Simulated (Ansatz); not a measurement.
System: C4H3OSe, charge -1, multiplicity 1. It need not be the lowest isomer of its formula. Whether it binds its extra electron was not tested at this geometry. 
Structure (B3LYP-D3(BJ)/def2-TZVP (Ansatz, an electronic-structure program) minimum search):
SMILES: c1([O-])cc[se]c1
```xyz
9

O     -1.3645    -2.3879    -0.7053
C     -0.6871    -1.3564    -0.4201
C      0.7662    -1.2531    -0.6980
C      1.3984    -0.1125    -0.3568
Se     0.2157     1.1286     0.4283
C     -1.1409    -0.1698     0.1808
H      1.2718    -2.0924    -1.1639
H      2.4417     0.1348    -0.4833
H     -2.1513     0.0409     0.4932
```
Charge -1, spin multiplicity 1.

Basis-set convergence of Hartree-Fock and CCSD correlation energies (hartree) with Ansatz. Correlated levels leave the core frozen unless marked. No spin-orbit coupling. The frozen core is the preceding noble-gas configuration, with the filled d and f shells of earlier blocks. Non-relativistic.

| basis | functions | E(HF) | E(corr, CCSD) |
|---|---|---|---|
| aug-cc-pVDZ | 178 | -2627.89424 | -0.90398 |
| aug-cc-pVTZ | 358 | -2628.02029 | -1.06899 |
| aug-cc-pVQZ | 631 | -2628.03676 | -1.12057 |

Extrapolating the two largest sets (X = 3 and 4) as X^-3: E(corr) = (64·(-1.12057) - 27·(-1.06899))/37 = -1.1582 Eh, an estimate of the basis-set limit. The largest set recovers 96.8 % of it, the smallest 78.0 %.
